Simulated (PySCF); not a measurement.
A PySCF script (with the pyscf-properties extension) for the NMR shieldings of `N1[SiH2]C[C@H](C#C)[SiH2]1`, C4H9NSi2, on a PBE0-D3(BJ)/def2-SVP geometry:

```python
import basis_set_exchange as bse
import numpy as np
from pyscf import gto, dft
from pyscf.prop import nmr

atoms = """
C     2.458182   -2.214563   -0.134209
C     1.744478   -1.235441   -0.081766
C     0.861306   -0.086929   -0.008490
C    -0.045180    0.104332   -1.249199
Si   -1.433239    1.303847   -0.782757
N    -1.531238    0.942179    0.922548
Si   -0.283381   -0.114371    1.524352
H     3.095876   -3.077902   -0.177506
H     1.480006    0.820607    0.125184
H    -0.504497   -0.861235   -1.519759
H     0.540145    0.431250   -2.123803
H    -2.707503    1.022122   -1.515170
H    -1.074556    2.733232   -1.058380
H    -2.268700    1.306252    1.515447
H     0.402843    0.423852    2.738725
H    -0.753986   -1.500030    1.834023
"""
names = dict.fromkeys(["C", "Si", "N", "H"], "pcSseg-1")
basis = {el: gto.basis.parse(bse.get_basis(n, elements=[el], fmt="nwchem")) for el, n in names.items()}
mol = gto.M(atom=atoms, basis=basis, charge=0, verbose=0)
mf = dft.RKS(mol, xc="PBE0")
mf.grids.level = 2
mf.grids.alignment = dft.numint.BLKSIZE   # the property module wants whole blocks of grid points
mf.conv_tol = 1e-9
mf.kernel()

calc = nmr.RKS(mf)   # GIAO
C = mf.mo_coeff
Co = C[:, mf.mo_occ > 0]
resp = mf.gen_response(singlet=True, hermi=2)
def vind(x):   # induced exchange potential for any number of trial vectors
    d = np.einsum("pi,xij,qj->xpq", C, 2 * x.reshape(-1, C.shape[1], Co.shape[1]), Co, optimize=True)
    return np.einsum("xpq,pi,qj->xij", resp(d - d.transpose(0, 2, 1)), C, Co, optimize=True).ravel()
mo1, _ = nmr.rhf.solve_mo1(calc, with_cphf=vind)
sigma = calc.kernel(mo1)
for i, s in enumerate(sigma):   # ppm
    w = np.linalg.eigvalsh((s + s.T) / 2)
    print("%2d %-2s iso %8.1f  s11 %8.1f  s22 %8.1f  s33 %8.1f" % (i, mol.atom_pure_symbol(i), w.mean(), *w))
```

**Question.** Give the expected output.

**Answer.** 
```
 0 C  iso    110.5  s11     38.5  s22     43.7  s33    249.2
 1 C  iso     96.4  s11     -5.7  s22     -2.3  s33    297.2
 2 C  iso    172.1  s11    157.6  s22    166.7  s33    191.9
 3 C  iso    169.4  s11    152.4  s22    167.0  s33    188.9
 4 Si iso    370.3  s11    326.1  s22    355.9  s33    429.0
 5 N  iso    255.4  s11    223.9  s22    238.9  s33    303.5
 6 Si iso    367.1  s11    336.3  s22    345.3  s33    419.8
 7 H  iso     29.3  s11     24.1  s22     24.3  s33     39.5
 8 H  iso     29.1  s11     24.3  s22     28.1  s33     35.1
 9 H  iso     30.1  s11     25.9  s22     28.4  s33     36.0
10 H  iso     29.8  s11     25.2  s22     27.4  s33     36.8
11 H  iso     26.3  s11     23.1  s22     23.7  s33     32.1
12 H  iso     26.4  s11     23.0  s22     23.8  s33     32.5
13 H  iso     31.6  s11     22.3  s22     27.3  s33     45.1
14 H  iso     26.3  s11     23.0  s22     24.2  s33     31.8
15 H  iso     26.5  s11     23.2  s22     24.7  s33     31.7
```

These numbers come from an equivalent density-fitted implementation of the same equations, which agrees with the script to about 0.01 ppm for H and up to a few tenths of a ppm for heavy atoms, so last digits may differ.

**Question.** Turn these shieldings into chemical shifts. References, each an isolated molecule treated in the same way: 13C (184.41 ppm), 29Si (351.99 ppm), 1H (31.27 ppm) vs TMS; 15N (265.67 ppm) vs NH3.

**Answer.** Averaging equivalent atoms: C 1: 88.0; C 0: 73.9; C 3: 15.0; C 2: 12.3; Si 6: -15.1; Si 4: -18.3; N 5: 10.2; H 11: 4.95; H 14: 4.94; H 12: 4.85; H 15: 4.74; H 8: 2.12; H 7: 1.94; H 10: 1.47; H 9: 1.18; H 13: -0.30 ppm. Experimental scales use liquid or dissolved standards, which lie at an offset from isolated NH3 (liquid NH3: subtract about 20 ppm).

Size and cost of the density-fitted run: 178 basis functions, 24 s wall time on 1 thread of an Arm Neoverse V1, shared host; peak memory 0.86 GiB.
